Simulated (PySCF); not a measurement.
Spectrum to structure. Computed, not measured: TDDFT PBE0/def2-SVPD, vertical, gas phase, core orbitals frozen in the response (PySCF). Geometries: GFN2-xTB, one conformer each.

```
state  E (eV)  λ (nm)       f
   S1    5.06   244.9   0.106
   S2    5.29   234.2   0.050
   S3    5.65   219.4   0.017
   S4    5.96   207.9  0.0087
   S5    6.05   205.1   0.032
   S6    6.20   200.0   0.098
   S7    6.36   195.0   0.017
   S8    6.51   190.4   0.022
```

Triplets computed (Tamm–Dancoff): 3.82, 4.66, 4.95 eV.

**Question.** Which candidate is it? All have the formula C4H8SSi.
A. `C(#CCC)[SiH2]S`
B. `CC#CCS[SiH3]`
C. `C=C[SiH]1CSC1`
D. `S=C1CC[SiH2]C1`
E. `C=C[C@@H]1C[Si@@H]1S`

**Answer.** E. Its S1 lies at 5.06 eV; the nearest of the others has S1 at 5.41 eV. S1 is HOMO→LUMO (87%). Löwdin shares by element: HOMO carbon 33% or more, silicon 17%, sulfur 17% (atoms not listed hold the other 33%); LUMO carbon 37% or more, silicon 23%, sulfur 10% (atoms not listed hold the other 30%). At the same level the other candidates give, for their lowest levels:
- `CC#CCS[SiH3]`: 5.41 eV (f 0.002); 5.64 eV (f 0.031); 6.01 eV (f 0.002); 6.31 eV (f 0.005); 6.36 eV (f 0.042); T1 4.81 eV; HOMO -6.84, LUMO 0.04 eV
- `CCC#C[SiH2]S`: 5.56 eV (f 0.043); 5.77 eV (f 0.000); 6.03 eV (f 0.002); 6.10 eV (f 0.008); 6.15 eV (f 0.017); T1 4.81 eV; HOMO -7.22, LUMO -0.43 eV
- `S=C1CC[SiH2]C1`: 2.52 eV (f 0.000); 5.40 eV (f 0.140); 5.43 eV (f 0.053); 5.73 eV (f 0.039); 5.84 eV (f 0.121); T1 2.05 eV; HOMO -6.23, LUMO -1.99 eV
- `C=C[SiH]1CSC1`: 4.10 eV (f 0.000); 5.36 eV (f 0.000); 5.48 eV (f 0.001); 5.53 eV (f 0.018); 5.94 eV (f 0.004); T1 3.85 eV; HOMO -6.22, LUMO -0.99 eV

Shape of the structure used: `[CH2:1]=[CH:2][C@@H:3]1[CH2:4][Si@@H:5]1[SH:6]`: C1–C2–C3–C4 19°, H–S6–Si5–C4 -55°.
